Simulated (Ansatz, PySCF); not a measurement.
Dimer: HF (SMILES F) (first 2 atoms) with HCl (SMILES Cl); geometry from B3LYP-D3(BJ)/def2-TZVP, rigid monomers moved along the line of their centres of mass till H2···Cl3 is 2.63 Å.
(charge 0, multiplicity 1):
```xyz
4

F     -0.01249    -0.08389    -0.13914
H      0.15444     0.13382     0.75091
Cl    -0.03169     0.54000     3.34570
H     -1.24635     0.12259     3.32688
```

Interaction energies are E(AB) − E(A) − E(B) at the monomers' geometry in the complex; basis-set methods are counterpoise corrected.

Frozen-core correlation. CBS(a, b) extrapolates the correlation energy as X⁻³ and adds the Hartree–Fock energy of set b.

Run with Ansatz (Gaussian basis) for Hartree–Fock, density functionals and correlated methods; PySCF for the dispersion terms. Each number belongs to the level named beside it.

Question: What interaction energy does HF/aug-cc-pV(T+d)Z give?

Answer: -7 kJ/mol

Ansatz is a program for electronic structure.
